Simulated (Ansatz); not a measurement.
The cluster Nb₃O₅. The state is a doublet with charge 0. Geometry PBE0-D4/def2-SVP, basis def2-TZVP, Ansatz.

Cartesian coordinates in Å:
```
Nb 0.634 0.873 1.224
Nb 0.105 0.239 -1.222
Nb -1.317 -0.499 1.247
O 0.284 -1.061 1.977
O -1.318 1.245 1.875
O -1.496 -0.704 -0.650
O 1.809 -0.450 -1.689
O 1.299 0.356 -2.762
```

```
run  HOMO (eV)  LUMO (eV)
  A      -4.20      -3.74
  B      -5.14      -2.51
  C      -4.00      -3.34
  D      -4.27      -3.14
```

In the def2 sets Nb takes a core potential; there is no spin–orbit coupling. The structure holds 1 bond(s) between oxygen atoms. No other spin state of charge 0 was run. Another isomer (doublet) lies 4.71 eV lower at PBE0-D4/def2-TZVP; other spin states weren't run for this one.

HOMO and LUMO are taken over both spins.

Task: The runs used LDA (SPW92), PBE, PBE0, r2SCAN. Estimate which is which.

Result: A LDA (SPW92) (0 % exact exchange); B PBE0 (25 % exact exchange); C PBE (0 % exact exchange); D r2SCAN (0 % exact exchange). Exact exchange lowers occupied and raises empty levels; among semilocal functionals meta-GGAs tend to open the gap a little, and such runs are hard to tell apart. The gap grows from 0.45 eV (LDA (SPW92)) to 2.63 eV (PBE0). At PBE0-D4/def2-TZVP, r2SCAN-D4/def2-TZVP the charge 0 doublet is spin-contaminated (final ⟨S²⟩ up to 0.99, 0.75 for a pure state).
